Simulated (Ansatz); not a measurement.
(1) Predict a relaxed structure of closo-1-NB4 (H on N) (B₄NH₅), charge 0, singlet, at B3LYP-D4/def2-SVP (Ansatz).

Results:

(1) 
```csv
atom,x (Å),y (Å),z (Å)
B1,0.4707,0.8965,0.3397
B2,-0.0033,-0.2401,-1.0406
N3,-0.9224,0.5228,-0.1137
B4,1.1070,-0.6274,0.1365
B5,-0.4573,-0.6620,0.7022
H6,0.8041,1.9897,0.6912
H7,-0.1925,-0.3996,-2.2105
H8,-1.7983,1.0192,-0.2217
H9,2.1389,-1.2123,0.2637
H10,-1.1469,-1.2867,1.4533
```
Point group C3v (tolerance 0.1 Å). This is one stationary point.
